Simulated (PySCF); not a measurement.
**How methods differ on the interval between two levels of Sm**

Sm [Xe] 4f6 6s2 [7F6, M_J = 6] → Sm [Xe] 4f6 6s1 6p1 [9G8, M_J = 8], as a difference of total energies. All numbers are calculated (PySCF 2.14, the two-component X2C-1e Hamiltonian, in x2c-TZVPall-2c (11s11p10d4f1g, 131 functions)). Correlated levels: [Ar] 3d10 frozen; the 18 highest virtual spinors dropped. "Screened" scales the spin-orbit matrix elements by Boettger's factors to mimic the two-electron term; Breit and QED terms are absent.

```csv
method,interval between two levels (cm⁻¹)
GHF (screened spin-orbit),8053.5
GMP2 (screened spin-orbit),14849
```

The labels give the starting determinants; with spin-orbit coupling the two ends relaxed to ⟨J²⟩ = 42.02, ⟨L²⟩ = 12.23, ⟨S²⟩ = 11.95 and ⟨J²⟩ = 72.06, ⟨L²⟩ = 20.30, ⟨S²⟩ = 19.91.
